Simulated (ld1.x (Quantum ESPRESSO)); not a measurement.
**u(r) = r·R(r): atom against pseudo-atom (copper)**

Columns: radius, all-electron u(r) and pseudo u(r) of the 4s shell (level -22.35 eV) of copper in the configuration [Ne] 3s2 3p6 3d9 4s0 4p0; PBE, scalar-relativistic, TM scheme, ld1.x (Quantum ESPRESSO) 7.5.

```tsv
r (bohr)	all-electron	pseudo
0.098	-0.1139	-0.0165
0.195	-0.1812	-0.0336
0.292	0.0291	-0.0524
0.390	0.2356	-0.0739
0.488	0.3342	-0.0989
0.585	0.3273	-0.1282
0.682	0.2493	-0.1630
0.780	0.1306	-0.2046
0.878	-0.0039	-0.2532
0.975	-0.1372	-0.3081
1.072	-0.2618	-0.3688
1.170	-0.3741	-0.4338
1.268	-0.4704	-0.4995
1.365	-0.5497	-0.5616
1.463	-0.6140	-0.6177
1.560	-0.6631	-0.6638
1.658	-0.6992	-0.6992
1.755	-0.7231	-0.7231
1.852	-0.7367	-0.7367
1.950	-0.7415	-0.7415
2.047	-0.7385	-0.7385
2.145	-0.7291	-0.7291
2.242	-0.7146	-0.7146
2.340	-0.6955	-0.6955
2.438	-0.6730	-0.6730
2.535	-0.6481	-0.6481
```

(1) How many radial nodes do the two functions have?

(2) At about which radius was the pseudo-wave matched?

(3) Where does each function peak?

(4) Is the pseudo-wave norm-conserving?

Results:

(1) The all-electron 4s function has n − l − 1 = 3 (the table is too coarse to show those close to the nucleus); the pseudo-wave has 0, since the states of the same l below it are removed with the core.

(2) 1.95 bohr. The columns agree to 0.0005 from 1.66 bohr on; several derivatives are matched, so the curves merge somewhat inside the radius.

(3) Outermost all-electron maximum near 1.95 bohr, pseudo maximum near 1.95 bohr (to the table’s step).

(4) Yes: the TM scheme keeps the norm inside the radius equal to the all-electron one, which fixes the energy derivative of the logarithmic derivative at the level.
